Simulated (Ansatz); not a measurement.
Geometry optimisation, DFT PBEsol, scalar-relativistic, plane waves, PAW (Ansatz).

The input (input.yaml):

```yaml
accuracy: low
crystal:
  lattice:
    - [0.0, 5.43, 5.43]
    - [5.43, 0.0, 5.43]
    - [5.43, 5.43, 0.0]
  atoms:
    - { symbol: Si, position: [0.0, 0.0, 0.0] }
    - { symbol: Si, position: [0.125, 0.125, 0.125] }
    - { symbol: Si, position: [0.0, 0.0, 0.5] }
    - { symbol: Si, position: [0.125, 0.125, 0.625] }
    - { symbol: Si, position: [0.0, 0.5, 0.0] }
    - { symbol: Si, position: [0.125, 0.625, 0.125] }
    - { symbol: Si, position: [0.0, 0.5, 0.5] }
    - { symbol: Si, position: [0.125, 0.625, 0.625] }
    - { symbol: Si, position: [0.5, 0.0, 0.0] }
    - { symbol: Si, position: [0.625, 0.125, 0.125] }
    - { symbol: Si, position: [0.5, 0.0, 0.5] }
    - { symbol: Si, position: [0.625, 0.125, 0.625] }
    - { symbol: Si, position: [0.5, 0.5, 0.0] }
    - { symbol: Si, position: [0.625, 0.625, 0.125] }
    - { symbol: Si, position: [0.5, 0.5, 0.5] }
    - { symbol: Si, position: [0.625, 0.625, 0.625] }
    - { symbol: Li, position: [0.3661988, 0.3774692, 0.3855525], spin: 1.0 }
magnetization:
  spin_polarized: true
basis:
  ecutwfc: 420.0
kpoints:
  mp_grid: { grid: [2, 2, 2] }
hamiltonian:
  xc: pbesol
  pseudopotentials: { kind: paw, azcp: { folder: soft_1 } }
scf:
  occupations: { method: fermi_dirac, width: 0.05 }
  lower_state_search: "off"
relax:
  f_tol: 0.08
  max_steps: 25
  adjacent_minimum: "off"
```

Command:

```bash
$ ansatz run input.yaml --threads 1 --pin off --max-ram 3072MiB --backend cpu --events-out ev --progress --plain --runs-dir out
```

Where does it end, and by what steps?

It converged. The threshold is loose, so the end isn't yet a minimum. Limits of this set-up: PAW files made for another functional, low accuracy level. After 2 steps the energy has fallen by 0.142 eV; Si7 moved furthest, 0.06 Å.

```
step  energy less start (eV)  largest force component (eV/Å)  accepted
   0                  0.0000                           0.707       yes
   1                 -0.1309                           0.173       yes
   2                 -0.1416                           0.042       yes
```

```xyz
17
Lattice="0.0000 5.4300 5.4300 5.4300 0.0000 5.4300 5.4300 5.4300 0.0000" Properties=species:S:1:pos:R:3
Si 0.014 0.012 0.011
Si 1.357 1.357 1.358
Si 2.703 2.702 0.013
Si 4.075 4.071 1.338
Si 2.704 0.013 2.702
Si 4.076 1.339 4.069
Si 5.466 2.680 2.679
Si 6.809 4.072 4.072
Si 0.013 2.703 2.703
Si 1.342 4.074 4.071
Si 2.687 5.460 2.685
Si 4.074 6.806 4.073
Si 2.691 2.690 5.455
Si 4.076 4.075 6.805
Si 5.464 5.463 5.463
Si 6.798 6.789 6.782
Li 4.096 4.075 4.061
```

Run time: 43 s on 1 thread of Arm Neoverse V1, with other jobs on the host, peak memory 0.65 GiB.
